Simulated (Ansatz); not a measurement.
Ansatz (a quantum-chemistry and plane-wave program) input:

Ansatz 0.2 input:
```yaml
crystal:
  periodic: [false, false, false]
  atoms:
    - {symbol: La, position_ang: [0.00095221, 0.06278102, -0.02561912]}
    - {symbol: F, position_ang: [-1.67029079, -1.36946611, 0.18328024]}
    - {symbol: F, position_ang: [0.03217717, 2.12150138, -0.86572347]}
    - {symbol: F, position_ang: [1.63208295, -1.14964841, 0.84469768]}
basis:
  gaussian:
    orbitals: def2-TZVPD
hamiltonian:
  xc: {name: B97M-V}
magnetization: {spin_polarized: true, initial_magnetization: 2}
output: {forces: true}
```

**Question.** Predict the final energy.

**Answer.** -331.18614 Eh (B97M-V/def2-TZVPD). The basis has 163 functions.

The spin state was set by rule; other spins were not relaxed.
